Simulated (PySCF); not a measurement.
Spectra and structures to be paired. Level of theory: TDDFT CAM-B3LYP/def2-SVPD, vertical, gas phase, core orbitals frozen in the response in PySCF. Geometries: PBE0-D3(BJ)/def2-SVP; one conformer of each isolated species. Triplets are in the Tamm–Dancoff approximation.

A. `N[Si@H](C[SiH3])c1ccco1`
B. `B(O)([BH2-][NH3+])O`
C. `CC#C[C@@H]1C[Si@H](N)O[SiH2]1`
D. `O([SiH3])[SiH2][C@@H]1[C@H](C#N)CC1`

Lowest singlet levels (six at most, fewer where fewer were computed) with oscillator strengths:

1. 202 nm (f 0.003); 191 nm (f 0.002); 190 nm (f 0.016); 184 nm (f 0.005); 182 nm (f 0.004); 180 nm (f 0.010); T1 5.28 eV
2. 172 nm (f 0.002); 168 nm (f 0.000); 164 nm (f 0.001); 162 nm (f 0.003); 161 nm (f 0.007); 158 nm (f 0.010); T1 6.17 eV
3. 205 nm (f 0.016); 183 nm (f 0.028); 181 nm (f 0.014); 172 nm (f 0.034); 167 nm (f 0.006); 159 nm (f 0.005); T1 5.85 eV
4. 212 nm (f 0.288); 191 nm (f 0.005); 189 nm (f 0.015); 185 nm (f 0.011); 183 nm (f 0.002); 178 nm (f 0.012); T1 3.85 eV

Question: Which spectrum belongs to which structure?

Answer: 1 = C, 2 = D, 3 = B, 4 = A.
- A: S1 at 5.85 eV, HOMO→LUMO (91%); Löwdin shares by element: HOMO carbon 80% or more (atoms not listed hold the other 20%); LUMO carbon 42% or more, oxygen 13% (atoms not listed hold the other 44%); HOMO -7.88 and LUMO 0.84 eV.
- B: S1 at 6.04 eV, HOMO→LUMO (96%); Löwdin shares by element: HOMO boron 60%, oxygen 10% or more, hydrogen 8% or more (atoms not listed hold the other 22%); LUMO boron 38%, hydrogen 26% or more (atoms not listed hold the other 36%); HOMO -8.37 and LUMO 0.52 eV.
- C: S1 at 6.13 eV, HOMO→LUMO+2 (28%), HOMO→LUMO+6 (24%), HOMO→LUMO+8 (9%); Löwdin shares by element: HOMO carbon 70% or more, silicon 8% or more (atoms not listed hold the other 22%); LUMO carbon 29% or more, silicon 18% (atoms not listed hold the other 53%); HOMO -8.26 and LUMO 1.03 eV.
- D: S1 at 7.21 eV, HOMO→LUMO (77%); Löwdin shares by element: HOMO oxygen 21%, carbon 20% or more, silicon 20% (atoms not listed hold the other 40%); LUMO silicon 26%, oxygen 9%, carbon 6% or more (atoms not listed hold the other 59%); HOMO -9.61 and LUMO 0.77 eV.
B and C have S1 within 0.10 eV of each other; their strongest listed levels stand at 7.21 eV (f 0.034) and 6.54 eV (f 0.016).
